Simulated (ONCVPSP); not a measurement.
**Logarithmic derivatives: Ce (Z = 58), ONCV**

Ce (Z = 58), optimised norm-conserving Vanderbilt (ONCV), made with ONCVPSP 4.0.1 (LDA (Perdew-Zunger), scalar-relativistic). Core [Kr] 4d10, reference 4f1 5s2 5p6 5d1 6s2. Waves: 5s+6s: rc 2.75 bohr, ncon 4, nbas 7, qcut 5.1 1/bohr, 2 projectors; 5p: rc 2.50 bohr, ncon 3, nbas 7, qcut 5.7 1/bohr, 3 projectors, debl 2.2 Ha; 5d: rc 2.65 bohr, ncon 4, nbas 7, qcut 3.2 1/bohr, 3 projectors, debl 1.4 Ha; 4f: rc 1.10 bohr, ncon 4, nbas 9, qcut 14.1 1/bohr, 3 projectors, debl 0.9 Ha. Local part: polynomial inside 1.10 bohr (lpopt 5, dvloc0 4 Ha). Core correction: Teter function fitted to the true core (icmod 2), fcfact 0.25.

The phase is arctan(r·R′/R) of the radial function R(r), unwrapped; energies in Ha, scanned from -3 to 5 Ha. A pole is an energy at which the radial function vanishes at the test radius. The pseudo phase is shifted by a multiple of π to meet the all-electron one at the reference energy, and phase errors are pseudo minus all-electron; the curves can meet again beyond the range given. Levels narrower than the energy grid can be missing from the lists of poles. Where the grid stepped over a known ghost or core level, its pole and its step of π were put in at the level’s energy.

```csv
channel,radius (bohr),reference energy (Ha),"poles, all-electron","poles, pseudo",unbroken range about the reference energy with phases within 0.05 rad,phase error 1 Ha above the reference energy (rad)
s,2.79,-0.14,"-1.42, 1.88","-2.82, -1.42, 1.86",-2.8 to 3.1,-0.001
p,2.54,-0.86,"-0.54, 3.56","-0.54, 3.56",the whole range,-0.000
d,2.69,-0.12,"0.53, 4.14","0.53, 4.14",the whole range,-0.000
f,1.12,-0.21,1.78,1.78,the whole range,-0.000
```

Note: ghosts flagged at negative energy: s at -76.8 eV; GHOST(+) flagged for p at 160.4 eV. A true bound ghost makes a file unfit for plane-wave use.

Phases in the s channel:

```
E (Ha)  all-electron  pseudo
 -2.98         1.367   4.508
 -2.76         1.352   1.353
 -2.54         1.333   1.333
 -2.32         1.306   1.306
 -2.10         1.264   1.264
 -1.88         1.173   1.173
 -1.66         0.660   0.660
 -1.44        -1.533  -1.533
 -1.22        -1.740  -1.740
 -1.00        -1.831  -1.831
 -0.78        -1.918  -1.918
 -0.56        -2.034  -2.034
 -0.34        -2.233  -2.233
 -0.12        -2.650  -2.650
  0.10        -3.418  -3.418
  0.32        -4.029  -4.030
  0.54        -4.314  -4.314
  0.76        -4.458  -4.458
  0.98        -4.544  -4.544
  1.20        -4.602  -4.603
  1.42        -4.645  -4.646
  1.64        -4.680  -4.682
  1.86        -4.710  -4.713
  2.08        -4.738  -4.742
  2.30        -4.766  -4.771
  2.52        -4.796  -4.804
  2.74        -4.831  -4.845
  2.96        -4.875  -4.902
  3.18        -4.939  -4.995
  3.40        -5.046  -5.194
  3.62        -5.272  -5.836
  3.84        -5.920  -7.046
  4.06        -6.971  -7.471
  4.28        -7.401  -7.621
  4.50        -7.565  -7.697
  4.72        -7.649  -7.744
  4.94        -7.701  -7.777
```
